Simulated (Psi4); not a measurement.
Approach curve of the dimer H3B ··· H3B (SMILES B and B). Monomers: optimised at B3LYP-D3(BJ) (def2-TZVP), held rigid. Orientation: lowest of the rigid-body minima from ten starts at GFN2-xTB. R is the distance of the centres of mass, along which the second monomer moves.

- PBE/def2-TZVP, counterpoise-corrected (Psi4)
- PBE-D3(BJ)/def2-TZVP, counterpoise-corrected (Psi4)
- wB97X-D/def2-TZVP, counterpoise-corrected (Psi4)
- CCSD(T)/aug-cc-pVDZ = DF-CCSD(T)/aug-cc-pVDZ, frozen core, counterpoise-corrected (Psi4 1.11)

Interaction energies in kJ/mol; the last columns give the difference from CCSD(T):

```
R / Å  PBE/def2-TZVP  PBE-D3(BJ)/def2-TZVP  wB97X-D/def2-TZVP  CCSD(T)/aug-cc-pVDZ  PBE/def2-TZVP − CCSD(T)/aug-cc-pVDZ  PBE-D3(BJ)/def2-TZVP − CCSD(T)/aug-cc-pVDZ  wB97X-D/def2-TZVP − CCSD(T)/aug-cc-pVDZ
-----  -------------  --------------------  -----------------  -------------------  -----------------------------------  ------------------------------------------  ---------------------------------------
2.16          -83.36                -88.42             -56.72               -46.40                               -36.96                                      -42.02                                   -10.32
2.33          -63.23                -68.06             -42.86               -34.64                               -28.59                                      -33.43                                    -8.22
2.52          -43.61                -48.15             -30.36               -23.37                               -20.24                                      -24.78                                    -6.99
2.73          -27.77                -31.92             -21.00               -15.06                               -12.71                                      -16.87                                    -5.94
3.03          -14.31                -17.86             -13.02                -8.73                                -5.58                                       -9.13                                    -4.30
3.33           -7.63                -10.53              -8.49                -5.66                                -1.96                                       -4.87                                    -2.82
3.82           -3.15                 -5.06              -4.14                -3.10                                -0.05                                       -1.97                                    -1.04
4.51           -1.10                 -2.02              -1.60                -1.33                                 0.23                                       -0.68                                    -0.27
5.53           -0.24                 -0.53              -0.46                -0.40                                 0.17                                       -0.12                                    -0.06
6.85           -0.04                 -0.12              -0.12                -0.11                                 0.07                                       -0.01                                    -0.01
```

PBE/def2-TZVP is furthest from CCSD(T)/aug-cc-pVDZ at 2.16 (-36.96 kJ/mol, below); its mean absolute difference over the points is 10.66 kJ/mol.

PBE-D3(BJ)/def2-TZVP is furthest from CCSD(T)/aug-cc-pVDZ at 2.16 (-42.02 kJ/mol, below); its mean absolute difference over the points is 13.39 kJ/mol.

wB97X-D/def2-TZVP is furthest from CCSD(T)/aug-cc-pVDZ at 2.16 (-10.32 kJ/mol, below); its mean absolute difference over the points is 4.00 kJ/mol.
